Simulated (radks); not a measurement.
Results of a calculation; reference values are marked as such.
The indium ion In2+ inside a hard spherical wall (all orbitals vanish at R), configuration held at [Kr] 4d10 5s1 and not refilled when levels cross. Level of theory: scalar-relativistic Kohn-Sham, PBE, spin-polarised, spherical densities, finite nucleus; open shells are filled with parallel spins first (spin-orbit coupling, left out, can overturn this in heavy ions); Fermi nuclear charge, rms radius 4.6156 fm (a radial shooting solver on a logarithmic mesh with Libxc functionals). Eigenvalues in eV for spin up, with the zero of energy where the potential of the charges vanishes at infinity; a dash marks a level that is unbound or too diffuse for the functional's potential to be trusted. A positive occupied level is held by the wall or, in an anion where self-interaction has pushed it up, behind a barrier. The pressure on the wall is -dE/dV.

R (bohr)	E (hartree)	kinetic (hartree)	e(4s)	e(4p)	e(4d)	e(5s)	e(5p, empty)	e(6s, empty)	pressure (GPa)
free	-5880.59951	6129.113	-137.72	-96.218	-36.649	-24.150	-16.653	-	0
20	-5880.59951	6129.113	-137.72	-96.218	-36.649	-24.150	-16.653	-	< 0.0001
15	-5880.59951	6129.113	-137.72	-96.218	-36.649	-24.150	-16.653	-	< 0.0001
8	-5880.59950	6129.113	-137.72	-96.216	-36.648	-24.149	-16.644	-7.979	0.00155
7	-5880.59934	6129.115	-137.71	-96.209	-36.641	-24.140	-16.603	-6.907	0.0177
4	-5880.52631	6129.616	-136.57	-95.088	-35.587	-21.908	-12.366	19.134	20.9
2.5	-5878.85738	6137.834	-125.70	-84.596	-24.695	6.367	24.618	137.38	1560
